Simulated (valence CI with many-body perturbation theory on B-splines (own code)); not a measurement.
E1 transitions of Ce44+

Calculated by configuration interaction combined with many-body perturbation theory (CI+MBPT): four valence electrons over a frozen Dirac-Fock core [Ne], a basis of 11 s, 11 p, 10 d, 8 f, 5 g, 2 h functions for each j, with the one-electron correlation potential Σ1 (screened to all orders), the two-electron term Σ2, the three-electron term Σ3, Breit, model QED; selected single and double excitations, second order for the rest, scaled by the run's own slope (own B-spline code, finite nucleus).

No measured spectrum was set against this ion. As an estimate, large intervals hold to a few tenths of a per cent, small ones and those within an open d or f shell to about a per cent. Among the levels kept, up to 550 cm⁻¹ of a level comes from second order outside the variational space, and about a tenth of that is noise between levels of different J, which matters for small intervals.

Lines 1 to 50 of 530 in falling wavelength, among levels below 806.17 eV, chosen from the strongest by gf and those to the six lowest levels. Wavelengths and rates use the calculated energies. Electric multipoles are in the length gauge, E1 and E2 with the static RPA response of the core. Weak lines are less certain than strong ones. Lines between different terms over intervals too small for the method are left out, as are lines whose strength nearly cancels. Where a level lies close to another of its J and parity, the split of strength between their lines is uncertain. The highest levels of a list are the least certain.

Levels are named by their leading jj configuration (3d3/2^4 stands for four electrons in 3d with j = 3/2), which in mixed levels can hold well under half, so a name can repeat and another be missing. Letters in brackets count levels of one name in rising energy.

```
λ vac (nm)                           Upper                           Lower   A (s⁻¹)  S (a.u.) with core polarisation  S without
     67.68          (3s 3p1/2^2 3p3/2) J=1              (3s^2 3p3/2^2) J=2  2.26e+06                         1.04e-03   1.06e-03
     28.23          (3s^2 3p1/2 3d3/2) J=2              (3s^2 3p3/2^2) J=2  2.93e+06                         1.62e-04   1.66e-04
     21.18          (3s^2 3p1/2 3d3/2) J=1              (3s^2 3p3/2^2) J=0  5.66e+06                         7.96e-05   8.09e-05
     16.81          (3s^2 3p1/2 3d3/2) J=1              (3s^2 3p3/2^2) J=2  3.84e+07                         2.70e-04   2.76e-04
     16.05          (3s^2 3p1/2 3d5/2) J=2              (3s^2 3p3/2^2) J=2  2.03e+08                         2.07e-03   2.11e-03
     15.35          (3s^2 3p1/2 3d5/2) J=3              (3s^2 3p3/2^2) J=2  1.83e+08                         2.29e-03   2.33e-03
     13.62      (3s 3p1/2 3p3/2 3d3/2) J=4          (3s^2 3p3/2 3d3/2) J=3  3.69e+09                         4.15e-02   4.23e-02
     12.28      (3s 3p1/2 3d3/2 3d5/2) J=5          (3s^2 3d3/2 3d5/2) J=4  6.41e+09                         6.44e-02   6.56e-02
     12.13       (3p1/2 3p3/2^2 3d5/2) J=5      (3s 3p3/2^2 3d5/2) J=4 [c]  8.61e+09                         8.34e-02   8.50e-02
     11.78      (3s 3p1/2 3p3/2^2) J=2 [a]              (3s^2 3p3/2^2) J=2  3.43e+08                         1.38e-03   1.41e-03
     11.57          (3s 3p1/2^2 3p3/2) J=2          (3s^2 3p1/2 3p3/2) J=2  4.92e+09                         1.88e-02   1.92e-02
     11.39      (3s 3p1/2 3p3/2 3d5/2) J=5          (3s^2 3p3/2 3d5/2) J=4  9.84e+09                         7.90e-02   8.05e-02
     11.24  (3s 3p1/2 3p3/2 3d5/2) J=4 [c]          (3s^2 3p3/2 3d5/2) J=3  4.69e+09                         2.96e-02   3.02e-02
     11.02           (3p1/2^2 3d3/2^2) J=2      (3s 3p1/2 3d3/2^2) J=1 [a]  1.02e+10                         3.39e-02   3.45e-02
     11.01       (3p1/2^2 3p3/2 3d5/2) J=3  (3s 3p1/2 3p3/2 3d5/2) J=3 [d]  7.58e+09                         3.49e-02   3.56e-02
     10.92          (3s 3p1/2 3p3/2^2) J=3              (3s^2 3p3/2^2) J=2  6.43e+09                         2.89e-02   2.95e-02
     10.88       (3p1/2^2 3p3/2 3d5/2) J=4  (3s 3p1/2 3p3/2 3d5/2) J=3 [c]  9.94e+09                         5.68e-02   5.79e-02
     10.86          (3s 3p1/2^2 3p3/2) J=2          (3s^2 3p1/2 3p3/2) J=1  6.63e+09                         2.09e-02   2.13e-02
     10.85  (3s 3p1/2 3d3/2 3d5/2) J=4 [c]          (3s^2 3d3/2 3d5/2) J=4  4.81e+09                         2.73e-02   2.78e-02
     10.84          (3s 3p1/2^2 3d5/2) J=3          (3s^2 3p1/2 3d5/2) J=3  6.96e+09                         3.06e-02   3.12e-02
     10.83      (3s 3p1/2 3d5/2^2) J=3 [a]      (3s 3p3/2^2 3d3/2) J=2 [a]  7.03e+09                         3.08e-02   3.14e-02
     10.80  (3s 3p1/2 3p3/2 3d5/2) J=3 [a]          (3s^2 3p3/2 3d5/2) J=2  6.55e+09                         2.85e-02   2.91e-02
     10.76      (3s 3p1/2 3p3/2^2) J=1 [a]              (3s^2 3p3/2^2) J=0  4.63e+09                         8.54e-03   8.70e-03
     10.66          (3s 3p1/2 3d5/2^2) J=5      (3s 3p3/2^2 3d5/2) J=4 [a]  1.05e+10                         6.92e-02   7.05e-02
     10.57   (3p1/2 3p3/2^2 3d5/2) J=3 [b]      (3s 3p3/2^2 3d5/2) J=2 [a]  1.19e+10                         4.85e-02   4.94e-02
     10.57       (3p1/2 3p3/2^2 3d3/2) J=4          (3s 3p3/2^2 3d3/2) J=4  7.04e+09                         3.69e-02   3.76e-02
     10.52          (3s 3p1/2^2 3d5/2) J=3          (3s^2 3p1/2 3d5/2) J=2  9.83e+09                         3.96e-02   4.03e-02
     10.48       (3p1/2^2 3p3/2 3d3/2) J=3  (3s 3p1/2 3p3/2 3d3/2) J=3 [c]  8.56e+09                         3.41e-02   3.47e-02
     10.33   (3p1/2 3p3/2^2 3d5/2) J=2 [a]      (3s 3p3/2^2 3d5/2) J=3 [b]  1.04e+10                         2.82e-02   2.88e-02
     10.24       (3p1/2^2 3p3/2 3d3/2) J=2  (3s 3p1/2 3p3/2 3d3/2) J=2 [c]  1.10e+10                         2.92e-02   2.98e-02
     10.22          (3s 3p1/2^2 3d3/2) J=2          (3s^2 3p1/2 3d3/2) J=2  1.02e+10                         2.68e-02   2.74e-02
     10.17   (3p1/2 3p3/2^2 3d5/2) J=2 [c]      (3s 3p3/2^2 3d5/2) J=3 [c]  1.17e+10                         3.04e-02   3.10e-02
     10.09  (3s 3p1/2 3p3/2 3d5/2) J=3 [d]          (3s^2 3p3/2 3d5/2) J=3  9.45e+09                         3.36e-02   3.42e-02
     10.06       (3p1/2^2 3p3/2 3d5/2) J=4  (3s 3p1/2 3p3/2 3d5/2) J=4 [b]  6.10e+09                         2.76e-02   2.81e-02
     10.05   (3p1/2 3p3/2^2 3d3/2) J=3 [a]      (3s 3p3/2^2 3d3/2) J=3 [a]  9.02e+09                         3.16e-02   3.22e-02
     10.05       (3p1/2^2 3p3/2 3d5/2) J=4  (3s 3p1/2 3p3/2 3d5/2) J=3 [b]  5.47e+09                         2.46e-02   2.51e-02
     10.00          (3s 3p1/2^2 3d5/2) J=2          (3s^2 3p1/2 3d5/2) J=3  1.65e+10                         4.06e-02   4.14e-02
     9.984   (3p1/2 3p3/2^2 3d5/2) J=4 [b]      (3s 3p3/2^2 3d5/2) J=3 [a]  5.84e+09                         2.58e-02   2.63e-02
     9.933      (3s 3p1/2 3d5/2^2) J=4 [b]      (3s 3p3/2^2 3d5/2) J=4 [a]  1.02e+10                         4.46e-02   4.54e-02
     9.877      (3s 3p1/2 3p3/2^2) J=1 [b]              (3s^2 3p3/2^2) J=0  4.16e+09                         5.93e-03   6.05e-03
     9.874  (3s 3p1/2 3d3/2 3d5/2) J=3 [d]          (3s^2 3d3/2 3d5/2) J=4  1.16e+10                         3.84e-02   3.92e-02
     9.860      (3s 3p1/2 3d5/2^2) J=3 [b]      (3s 3p3/2^2 3d5/2) J=4 [a]  9.99e+09                         3.31e-02   3.37e-02
     9.726       (3p1/2^2 3p3/2 3d5/2) J=2  (3s 3p1/2 3p3/2 3d5/2) J=2 [b]  1.78e+10                         4.04e-02   4.11e-02
     9.718   (3p1/2 3p3/2^2 3d3/2) J=1 [c]      (3s 3p3/2^2 3d3/2) J=2 [b]  1.86e+10                         2.53e-02   2.58e-02
     9.645       (3p1/2^2 3p3/2 3d3/2) J=3  (3s 3p1/2 3p3/2 3d3/2) J=3 [b]  7.64e+09                         2.37e-02   2.41e-02
     9.628          (3s 3p1/2^2 3p3/2) J=1          (3s^2 3p1/2 3p3/2) J=2  1.93e+10                         2.56e-02   2.60e-02
     9.522   (3p1/2 3p3/2^2 3d5/2) J=3 [a]      (3s 3p3/2^2 3d5/2) J=4 [b]  1.33e+10                         3.96e-02   4.04e-02
     9.504      (3s 3p1/2 3p3/2^2) J=1 [a]              (3s^2 3p3/2^2) J=2  5.95e+09                         7.56e-03   7.70e-03
     9.500   (3p1/2 3p3/2^2 3d5/2) J=4 [b]      (3s 3p3/2^2 3d5/2) J=4 [b]  1.28e+10                         4.87e-02   4.96e-02
     9.370  (3s 3p1/2 3p3/2 3d3/2) J=2 [a]          (3s 3p1/2 3p3/2^2) J=3  1.51e+10                         3.06e-02   3.12e-02
```
